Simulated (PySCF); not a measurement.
Al(H)(NHMe)2 (C2H9AlN2), SMILES C[NH][AlH][NH]C. Atoms are numbered in the order given.

```xyz
14

Al     0.8074     0.0399     0.0000
H      2.3188     0.5023     0.0000
N     -0.5009     1.2562     0.0000
C     -0.3654     2.7033     0.0000
H     -1.4788     0.9710     0.0000
H     -0.8213     3.1752     0.8918
H     -0.8213     3.1752    -0.8918
H      0.7015     2.9791     0.0000
N      0.4213    -1.7046     0.0000
C     -0.8597    -2.3880     0.0000
H      1.1990    -2.3636     0.0000
H     -1.0027    -3.0285     0.8917
H     -1.0027    -3.0285    -0.8917
H     -1.6810    -1.6536     0.0000
```

Geometry: TPSSh-D3(BJ)/def2-SVP. The structure was generated by enumeration; whether it is a known compound was not checked. Other conformers were not sampled.

These are TDA-B3LYP/def2-SVPD in PySCF 2.14.0 values and carry that method's errors.

Vertical excitations. Isolated molecule, no solvent. State labels are in the subgroup Cs.

| state | symmetry | energy (eV) | λ (nm) | f | main pairs |
|---|---|---|---|---|---|
| S1 | A" | 5.01 | 247 | 0.000 | HOMO→LUMO 98 % |
| S2 | A" | 5.62 | 220 | 0.026 | HOMO→LUMO+2 56 %, HOMO−1→LUMO 41 % |
| S3 | A' | 5.65 | 220 | 0.149 | HOMO→LUMO+1 96 % |
| S4 | A" | 5.87 | 211 | 0.018 | HOMO−1→LUMO 55 %, HOMO→LUMO+2 41 % |
| S5 | A" | 6.23 | 199 | 0.022 | HOMO→LUMO+3 68 %, HOMO−1→LUMO+2 25 % |
| S6 | A' | 6.26 | 198 | 0.080 | HOMO−1→LUMO+1 96 % |
| S7 | A" | 6.30 | 197 | 0.004 | HOMO→LUMO+4 64 %, HOMO→LUMO+3 16 %, HOMO−1→LUMO+2 13 % |
| S8 | A" | 6.48 | 191 | 0.002 | HOMO−1→LUMO+2 54 %, HOMO→LUMO+4 27 %, HOMO→LUMO+3 11 % |
| S9 | A" | 6.79 | 183 | 0.016 | HOMO→LUMO+5 58 %, HOMO−1→LUMO+3 27 % |
| S10 | A" | 6.97 | 178 | 0.000 | HOMO−1→LUMO+3 63 %, HOMO→LUMO+5 31 % |
| T1 | A' | 4.76 | 261 | 0 | HOMO→LUMO+1 98 % |
| T2 | A" | 4.83 | 257 | 0 | HOMO→LUMO 93 % |
| T3 | A" | 5.30 | 234 | 0 | HOMO−1→LUMO 59 %, HOMO→LUMO+2 35 % |
| T4 | A' | 5.32 | 233 | 0 | HOMO−1→LUMO+1 97 % |
Triplets are in the Tamm–Dancoff approximation.
